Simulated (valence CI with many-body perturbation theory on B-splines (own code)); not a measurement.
Values are calculated unless marked as measured or tabulated.
## Xe33+: what the settings do

Method: relativistic CI+MBPT: three valence electrons over a frozen Dirac-Fock core [Ar], radial functions for each j: 6 s, 6 p, 5 d, 5 f, 1 g, with the one-electron correlation potential Σ1 (screened to all orders), the two-electron term Σ2, the three-electron term Σ3, Breit, model QED; selected single and double excitations, second order for the rest, scaled by the run's own slope (own B-spline code, finite nucleus).

The last digits are not significant, and no measured levels were compared; by estimate large intervals hold to a few tenths of a per cent, small ones and those within an open d or f shell to about a per cent. Only levels of the ground parity were solved; by the run's estimate the other parity begins above the list, which can be wrong where configurations are misplaced.

The reference run has the lowest level (3d3/2^3) J=3/2 and an ionisation energy of 2113.58 eV. Its largest variational space holds 2230 state functions.

Levels are named by their leading jj configuration (3d3/2^4 stands for four electrons in 3d with j = 3/2), which in mixed levels can hold well under half, so a name can repeat and another be missing. Letters in brackets count levels of one name in rising energy.

Changed runs:
A. scale of Σ2 1 → 1.2
B. Breit term on → off; QED terms on → off
C. correlating orbitals by l 3 3 3 3 1 → 4 4 3 0 0
D. closed core [Ar] → [Ar] 3d1 (bad on purpose)

Excitation energies of the reference run in cm⁻¹, and shifts in cm⁻¹:

```tsv
Level	Reference	A	B	C
(3d3/2^2 3d5/2) J=5/2 [a]	88869	+377	+3902	-457
(3d3/2^2 3d5/2) J=7/2	132310	+277	+6752	-206
(3d3/2^2 3d5/2) J=3/2	132904	-480	+2731	+351
(3d3/2^2 3d5/2) J=9/2	145907	+282	+7930	+77
(3d3/2^2 3d5/2) J=1/2	155395	-724	+3620	+451
(3d3/2 3d5/2^2) J=7/2 [a]	234413	+362	+8062	+10
(3d3/2^2 3d5/2) J=5/2 [b]	236448	-639	+5468	+658
(3d3/2 3d5/2^2) J=9/2	248500	+528	+10596	-117
(3d3/2 3d5/2^2) J=3/2 [a]	276899	-335	+6355	+503
(3d3/2 3d5/2^2) J=1/2	290565	-616	+7129	+719
(3d3/2 3d5/2^2) J=11/2	303519	+439	+12671	+424
(3d3/2 3d5/2^2) J=5/2 [a]	323132	-822	+7727	+908
Ionisation energy (eV)	2113.58	+1.09	+1.15	-0.19
```

Run D: It gave no result: the perturbation theory needs a core of closed shells. The program said: "the core must hold closed shells only".
